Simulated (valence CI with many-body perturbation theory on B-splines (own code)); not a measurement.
Tm47+: M1 decay

Computed by valence CI with perturbative core correlation (CI+MBPT): four valence electrons over a frozen Dirac-Fock core [Ar], radial functions for each j: 9 s, 9 p, 10 d, 8 f, 5 g, 3 h, 1 i, with the one-electron correlation potential Σ1, the two-electron term Σ2, the three-electron term Σ3, Breit, model QED; selected CI, second order for the rest (own B-spline code, finite nucleus).

The last digits are not significant, and no measured levels were compared; by estimate large intervals hold to a few tenths of a per cent, small ones and those within an open d or f shell to about a per cent. The list stops below the first excitations out of the core. Only levels of the ground parity were solved; by the run's estimate the other parity begins above the list, which can be wrong where configurations are misplaced.

Lines 51 to 100 of 105 in falling wavelength, among levels below 1762700 cm⁻¹, chosen from the decays that carry over 1 % of a level's rate. Wavelengths and rates use the calculated energies. Weak lines are less certain than strong ones. Lines between different terms over intervals too small for the method are left out, as are lines whose strength nearly cancels. The highest levels of a list are the least certain.

Levels are named by their leading jj configuration (3d3/2^4 stands for four electrons in 3d with j = 3/2), which in mixed levels can hold well under half, so a name can repeat and another be missing. Letters in brackets count levels of one name in rising energy.

```tsv
λ vac (nm)	Upper	Lower	Type	A (s⁻¹)	Branch %
23.73	(3d3/2 3d5/2^3) J=4 [b]	(3d3/2^2 3d5/2^2) J=4 [c]	M1	4.72e+05	25.9
23.45	(3d3/2 3d5/2^3) J=4 [a]	(3d3/2^2 3d5/2^2) J=4 [a]	M1	1.85e+06	70.9
23.33	(3d3/2^2 3d5/2^2) J=2 [b]	(3d3/2^3 3d5/2) J=3	M1	5.47e+03	1.5
23.26	(3d3/2^2 3d5/2^2) J=2 [a]	(3d3/2^3 3d5/2) J=1	M1	1.67e+06	81.4
23.10	(3d3/2 3d5/2^3) J=5	(3d3/2^2 3d5/2^2) J=5	M1	4.00e+05	27.7
23.04	(3d3/2 3d5/2^3) J=2 [a]	(3d3/2^2 3d5/2^2) J=3 [b]	M1	7.08e+05	29.0
22.98	(3d3/2 3d5/2^3) J=3 [b]	(3d3/2^2 3d5/2^2) J=2 [b]	M1	3.09e+05	17.6
22.93	(3d5/2^4) J=4	(3d3/2 3d5/2^3) J=5	M1	4.94e+05	12.8
22.80	(3d3/2 3d5/2^3) J=6	(3d3/2^2 3d5/2^2) J=5	M1	6.53e+05	53.5
22.64	(3d3/2^2 3d5/2^2) J=3 [b]	(3d3/2^3 3d5/2) J=2	M1	2.83e+04	3.4
22.39	(3d3/2 3d5/2^3) J=3 [a]	(3d3/2^2 3d5/2^2) J=2 [a]	M1	1.65e+06	56.0
22.30	(3d3/2 3d5/2^3) J=3 [b]	(3d3/2^2 3d5/2^2) J=4 [b]	M1	2.36e+05	13.4
22.27	(3d3/2 3d5/2^3) J=3 [b]	(3d3/2^2 3d5/2^2) J=3 [b]	M1	6.78e+05	38.6
22.10	(3d3/2 3d5/2^3) J=3 [c]	(3d3/2^2 3d5/2^2) J=2 [c]	M1	4.60e+05	31.1
21.95	(3d3/2^2 3d5/2^2) J=2 [b]	(3d3/2^3 3d5/2) J=2	M1	2.61e+05	73.6
21.91	(3d3/2 3d5/2^3) J=1 [b]	(3d3/2^2 3d5/2^2) J=2 [c]	M1	6.46e+05	29.5
21.85	(3d3/2^2 3d5/2^2) J=3 [b]	(3d3/2^3 3d5/2) J=4	M1	6.54e+05	78.5
21.82	(3d3/2^2 3d5/2^2) J=4 [b]	(3d3/2^3 3d5/2) J=4	M1	5.18e+03	2.2
21.63	(3d3/2 3d5/2^3) J=2 [a]	(3d3/2^2 3d5/2^2) J=1	M1	3.22e+05	13.2
20.95	(3d3/2 3d5/2^3) J=5	(3d3/2^2 3d5/2^2) J=4 [a]	M1	2.40e+05	16.6
20.90	(3d5/2^4) J=4	(3d3/2 3d5/2^3) J=3 [a]	M1	1.23e+06	31.8
20.65	(3d3/2 3d5/2^3) J=1 [a]	(3d3/2^2 3d5/2^2) J=2 [a]	M1	1.48e+06	39.5
20.53	(3d5/2^4) J=4	(3d3/2 3d5/2^3) J=4 [a]	M1	1.91e+06	49.3
20.37	(3d3/2 3d5/2^3) J=2 [b]	(3d3/2^2 3d5/2^2) J=2 [c]	M1	6.66e+05	42.0
20.25	(3d3/2 3d5/2^3) J=1 [a]	(3d3/2^2 3d5/2^2) J=0 [a]	M1	1.38e+06	36.7
19.21	(3d3/2^2 3d5/2^2) J=2 [c]	(3d3/2^3 3d5/2) J=3	M1	1.27e+06	76.0
19.05	(3d3/2 3d5/2^3) J=2 [a]	(3d3/2^2 3d5/2^2) J=3 [a]	M1	6.68e+05	27.4
18.53	(3d3/2 3d5/2^3) J=3 [b]	(3d3/2^2 3d5/2^2) J=3 [a]	M1	1.73e+05	9.8
18.34	(3d3/2 3d5/2^3) J=0	(3d3/2^2 3d5/2^2) J=1	M1	1.12e+06	92.4
18.27	(3d3/2^2 3d5/2^2) J=2 [c]	(3d3/2^3 3d5/2) J=2	M1	3.77e+05	22.6
18.24	(3d3/2 3d5/2^3) J=1 [b]	(3d3/2^2 3d5/2^2) J=2 [b]	M1	4.56e+04	2.1
18.03	(3d3/2 3d5/2^3) J=3 [b]	(3d3/2^2 3d5/2^2) J=4 [a]	M1	2.29e+05	13.0
17.93	(3d3/2 3d5/2^3) J=3 [c]	(3d3/2^2 3d5/2^2) J=4 [b]	M1	7.35e+04	5.0
17.90	(3d3/2^2 3d5/2^2) J=4 [c]	(3d3/2^3 3d5/2) J=3	M1	4.24e+05	86.4
17.83	(3d3/2^2 3d5/2^2) J=2 [b]	(3d3/2^3 3d5/2) J=1	M1	7.49e+04	21.1
17.69	(3d3/2 3d5/2^3) J=4 [b]	(3d3/2^2 3d5/2^2) J=3 [b]	M1	4.93e+05	27.0
17.66	(3d3/2 3d5/2^3) J=3 [b]	(3d3/2^2 3d5/2^2) J=2 [a]	M1	5.27e+04	3.0
17.16	(3d3/2 3d5/2^3) J=2 [b]	(3d3/2^2 3d5/2^2) J=2 [b]	M1	5.56e+04	3.5
16.94	(3d3/2 3d5/2^3) J=1 [b]	(3d3/2^2 3d5/2^2) J=1	M1	3.49e+05	15.9
16.77	(3d3/2 3d5/2^3) J=2 [b]	(3d3/2^2 3d5/2^2) J=3 [b]	M1	1.83e+05	11.5
16.01	(3d3/2 3d5/2^3) J=2 [b]	(3d3/2^2 3d5/2^2) J=1	M1	3.01e+05	19.0
15.96	(3d3/2 3d5/2^3) J=4 [b]	(3d3/2^2 3d5/2^2) J=5	M1	6.42e+05	35.2
15.44	(3d3/2^2 3d5/2^2) J=2 [d]	(3d3/2^3 3d5/2) J=3	M1	9.25e+03	7.0
15.41	(3d3/2 3d5/2^3) J=3 [c]	(3d3/2^2 3d5/2^2) J=3 [a]	M1	1.16e+05	7.9
15.24	(3d3/2 3d5/2^3) J=4 [b]	(3d3/2^2 3d5/2^2) J=3 [a]	M1	6.09e+04	3.3
15.06	(3d5/2^4) J=4	(3d3/2^2 3d5/2^2) J=4 [c]	M1	5.07e+04	1.3
14.91	(3d3/2 3d5/2^3) J=4 [b]	(3d3/2^2 3d5/2^2) J=4 [a]	M1	1.25e+05	6.9
14.82	(3d3/2^2 3d5/2^2) J=2 [d]	(3d3/2^3 3d5/2) J=2	M1	6.54e+04	49.2
14.72	(3d3/2 3d5/2^3) J=1 [b]	(3d3/2^2 3d5/2^2) J=2 [a]	M1	4.46e+05	20.3
14.55	(3d3/2 3d5/2^3) J=2 [b]	(3d3/2^2 3d5/2^2) J=3 [a]	M1	2.27e+05	14.4
```
